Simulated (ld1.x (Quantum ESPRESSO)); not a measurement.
**An all-electron radial function and its pseudo partner (Ti (Z = 22))**

Columns: radius, all-electron u(r) and pseudo u(r) of the 3p shell (level -54.76 eV) of titanium in the configuration [Ne] 3s2 3p6 3d2 4s0 4p0; LDA (PZ), scalar-relativistic, TM semilocal scheme, ld1.x (Quantum ESPRESSO) 7.5.

```tsv
r (bohr)	all-electron	pseudo
0.113	0.4448	-0.0436
0.225	0.4756	-0.1652
0.338	0.1193	-0.3446
0.450	-0.3050	-0.5468
0.563	-0.6534	-0.7400
0.675	-0.8800	-0.8916
0.788	-0.9983	-0.9864
0.900	-1.0315	-1.0197
1.013	-1.0069	-1.0007
1.125	-0.9469	-0.9448
1.238	-0.8667	-0.8663
1.350	-0.7789	-0.7788
1.463	-0.6891	-0.6891
1.575	-0.6036	-0.6036
1.688	-0.5233	-0.5233
1.800	-0.4509	-0.4509
1.913	-0.3857	-0.3857
2.025	-0.3286	-0.3286
2.138	-0.2784	-0.2784
2.250	-0.2352	-0.2352
2.363	-0.1978	-0.1978
2.475	-0.1662	-0.1662
2.588	-0.1390	-0.1390
2.700	-0.1161	-0.1161
2.813	-0.0966	-0.0966
2.925	-0.0804	-0.0804
```

(1) How many radial nodes do the two functions have?

(2) At about which radius was the pseudo-wave matched?

(3) Is the pseudo-wave norm-conserving?

## Answers

(1) The all-electron 3p function has n − l − 1 = 1; the pseudo-wave has 0, since the states of the same l below it are removed with the core.

(2) 1.55 bohr. The columns agree to 0.0005 from 1.24 bohr on; several derivatives are matched, so the curves merge somewhat inside the radius.

(3) Yes: the TM semilocal scheme keeps the norm inside the radius equal to the all-electron one, which fixes the energy derivative of the logarithmic derivative at the level.
